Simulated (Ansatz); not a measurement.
Molecule (SMILES): O=C=[N], doublet.
Atoms: N1, C2, O3. Bonds: N1-C2, C2-O3.

Basis-set convergence of the optimised N1-C2 bond length at PBE with Ansatz (a quantum-chemistry and plane-wave program). All functions are spherical. The program fits the integrals of some runs and decomposes those of others, by size. Open shells are unrestricted. No added dispersion term, no relativity. Reference: the value in def2-QZVPPD, 1.2321 Å, itself unsure by roughly 0.0001 Å (its mean distance from pcseg-3, def2-QZVPP, cc-pVQZ). Deviations are taken from unrounded values.

```tsv
basis	functions	optimised N1-C2 bond length (Å)	minus reference (Å)
pcseg-0	27	1.2429	0.0108
pcseg-1	42	1.2379	0.0058
aug-pcseg-1	69	1.2380	0.0059
pcseg-2	90	1.2323	0.0003
aug-pcseg-2	138	1.2325	0.0004
pcseg-3	180	1.2319	-0.0001
```

The smallest set listed that lies within 0.003 Å of the reference with all its larger relatives (same family, alike in diffuse functions; a set with none counts only in the reference's own line) is pcseg-2 (90 functions, 0.0003 Å off). Inside, with no larger relative to test it: aug-pcseg-2.
